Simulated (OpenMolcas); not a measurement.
Computed levels of 4s² 4p in ions with 31 electrons, in cm-1 above ²P°_1/2.

```
Program             : OpenMolcas 26.06
Method              : MS-CASPT2, IPEA 0.25 Eh, imaginary shift 0.1 Eh
Basis               : ANO-R2
Scalar Hamiltonian  : X2C, finite nucleus
Spin-orbit coupling : state interaction with AMFI integrals over the reference wave functions, term energies averaged over their components
```

Active space for each ion: 3 electrons in 4 orbitals (4s 4p); closed shells correlated by CASPT2: 3d.

| Level | As2+ | Br4+ | Kr5+ |
| --- | --- | --- | --- |
| ²P°_3/2 | 2620 | 5530 | 7450 |

Task: Estimate ²P°_3/2 for Se3+ from its neighbours As2+ and Br4+.

Result: ²P°_3/2 is fine structure, which grows about as the fourth power of a screened charge, so the fourth roots are averaged: ((2620^0.25 + 5530^0.25) / 2)^4 = 3873. The calculation gives 3900, so the estimate is off by -0.7 %; the measured value is 4376 (Moore, Atomic Energy Levels, vol. II, NSRDS-NBS 35 (1971 reprint of NBS Circular 467, 1952)).

Over all roots computed the reference weight is 0.88 to 0.96 in As2+, 0.88 to 0.97 in Se3+, 0.88 to 0.97 in Br4+, 0.89 to 0.98 in Kr5+; the roots of lowest weight are the least certain, and an intruder state may touch them. Measured partners are found by configuration, term and J. A level has none where our copy of the source lacks it or the pairing is in doubt (some pairs that miss far off the trend of their configuration count as doubtful), and it then counts in no deviation. Levels of configurations outside the active space are missing.

° marks odd parity.
